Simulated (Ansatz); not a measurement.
Born–Oppenheimer molecular dynamics of H10OSi4 (15 atoms, charge 0, multiplicity 1). It starts from a relaxed structure.

Level of theory: Ansatz, RKS LDA/STO-3G.

```
ensemble                      : NVE (velocity Verlet)
time step                     : 1 fs
steps asked                   : 166
starting velocities drawn for : 3000 K
masses                        : H 3.016 u
seed                          : 653542
```

First frame:

```xyz
15
Properties=species:S:1:pos:R:3
Si -0.037 0.004 -0.016
Si 0.037 -0.141 2.238
H -1.292 -0.059 2.816
H 0.608 -1.409 2.651
H 0.834 0.914 2.834
Si 2.043 0.166 -0.849
H 2.832 -0.977 -0.431
H 2.042 0.192 -2.298
H 2.717 1.360 -0.378
O -0.828 1.450 -0.552
H -1.772 1.360 -0.151
Si -1.038 -1.865 -0.802
H -2.263 -2.163 -0.084
H -1.378 -1.750 -2.207
H -0.163 -3.012 -0.657
```

Task: What does the run give?

Result: The run went to its last step.

* steps done: 166
* time covered: 166 fs
* mean temperature over the second half: 1504 K
* spread of the potential energy over the second half: 33.9 meV per atom
* mean potential energy of the second half above the start: 168.8 meV per atom

The conserved energy stayed within 2.4 meV per atom of its start (net change 0.91 meV per atom), so the integration is sound. The temperature averaged 0.50 of the 3000 K drawn at the start: a run that starts near a minimum puts about half its kinetic energy into the potential. A run of 0.17 ps of so small a system gives no equilibrium averages. Limits of this set-up: minimal basis.

Task: What happens to the structure?

Result: The same pairs are bonded in the first frame and the last. Pairs count as bonded within 1.25 times the sum of covalent radii (0.12 Å more for H–H). This is one draw of velocities; another would differ in detail.

Task: How do temperature and energy run in time?

Result: 
```tsv
time (fs)	T (K)	potential energy less start (eV)	conserved less start (meV/atom)
0.0	3000	0.000	0.00
5.0	1860	1.948	2.13
10.0	1691	2.217	1.18
15.0	1046	3.308	1.63
20.0	1451	2.623	1.30
25.0	1507	2.526	1.17
30.0	1522	2.494	0.68
35.0	1227	3.003	1.51
40.0	1236	2.991	1.75
45.0	1969	1.740	0.45
50.0	1214	3.034	2.24
55.0	1398	2.706	0.94
60.0	705	3.882	1.72
65.0	1179	3.079	1.27
70.0	1452	2.611	0.67
75.0	1798	2.025	0.33
80.0	1706	2.195	1.32
85.0	1390	2.729	1.64
90.0	1957	1.765	0.85
95.0	1563	2.448	2.20
100.0	2018	1.661	0.68
105.0	1372	2.757	1.46
110.0	1246	2.973	1.71
115.0	1722	2.150	0.12
120.0	1643	2.291	0.76
125.0	1828	1.988	1.18
130.0	1288	2.901	1.65
135.0	1646	2.288	0.82
140.0	927	3.516	2.20
145.0	1295	2.877	0.76
150.0	1124	3.174	1.46
155.0	1333	2.826	1.64
160.0	1876	1.893	0.26
165.0	1319	2.849	1.69
```

Run time: 8.1 min on 1 thread of Arm Neoverse V1, with other jobs on the host, peak memory 0.1 GiB.
